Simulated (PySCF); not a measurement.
[PySCF 2.14: PBE0/pcSseg-1 with gauge-including orbitals; GFN2-xTB geometry; a single conformation; relativity neglected; no solvent; one averaged value for each set of equivalent atoms]

Shifts are taken against calculated references (same method and geometry level): TMS for ¹H (σref 31.72), ¹³C (σref 186.93). Shifts are as computed. Against solution values, carbons near 30 ppm lie about +3 ppm off and those near 130 ppm about +5 ppm; carbons on Cl a further +6 ppm. Of 1211 compounds with measured shifts, 218 miss one by over three times the rms of a fit or turn the order of signals round; such compounds aren't used in these exercises. Carbons bonded to Cl come out too deshielded.

Question: Order these molecules by the shift of their most deshielded carbon-bound hydrogen, lowest δ first.
A. COC(=O)c1ocpc1C(C)=O
B. N#Cc1coc(C(=O)F)c1
C. CCCl
D. C[C@H]1C=C(F)C1

Answer: C (3.61 ppm, hydrogen on an sp3 CH2 bonded to Cl), D (4.95 ppm, hydrogen on an alkene CH), B (8.14 ppm, hydrogen on an aromatic CH next to the ring oxygen), A (8.81 ppm, hydrogen on an aromatic CH next to the ring oxygen).

Question: Order these molecules by the shift of their most shielded carbon-bound hydrogen, lowest δ first.
A. C[C@H]1C=C(F)C1
B. COC(=O)c1ocpc1C(C)=O
C. N#Cc1coc(C(=O)F)c1

Answer: A (1.18 ppm, hydrogen on a methyl carbon), B (2.74 ppm, hydrogen on a methyl carbon α to a carbonyl), C (7.84 ppm, hydrogen on an aromatic CH).

Question: How many ¹³C and ¹H signals does each give (equivalence by symmetry and fast rotation, but not about amide C–N or C=N bonds)? `COC(=O)c1ocpc1C(C)=O`, `N#Cc1coc(C(=O)F)c1`, `C[C@H]1C=C(F)C1`, `CCCl`

Answer: COC(=O)c1ocpc1C(C)=O: 7 C, 3 H; N#Cc1coc(C(=O)F)c1: 6 C, 2 H; C[C@H]1C=C(F)C1: 5 C, 5 H; CCCl: 2 C, 2 H.
